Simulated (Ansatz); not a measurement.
Ge3O3. Charge 0, multiplicity 1. Geometry r2SCAN-D4/def2-SVP, basis def2-TZVP, Ansatz.

Cartesian coordinates in Å:
```
Ge -0.7796 -0.5262 -0.3616
Ge 1.5850 -0.7460 1.3118
Ge -1.0505 1.9913 -1.2564
O -0.2083 0.4544 -1.7957
O 2.0833 -2.1744 1.9275
O -1.6299 1.0009 0.1743
```

```csv
run,HOMO (eV),LUMO (eV)
A,-6.20,-3.99
B,-7.26,-3.37
C,-6.12,-3.90
D,-6.48,-4.04
```

Another isomer (singlet) lies 2.43 eV lower at PBE0-D4/def2-TZVP; other spin states weren't run for this one.

Task: The runs used PBE, PBE0, r2SCAN, revPBE. Estimate which is which.

Result: A PBE (0 % exact exchange); B PBE0 (25 % exact exchange); C revPBE (0 % exact exchange); D r2SCAN (0 % exact exchange). Exact exchange lowers occupied and raises empty levels; among semilocal functionals meta-GGAs tend to open the gap a little, and such runs are hard to tell apart. The gap grows from 2.21 eV (PBE) to 3.89 eV (PBE0).
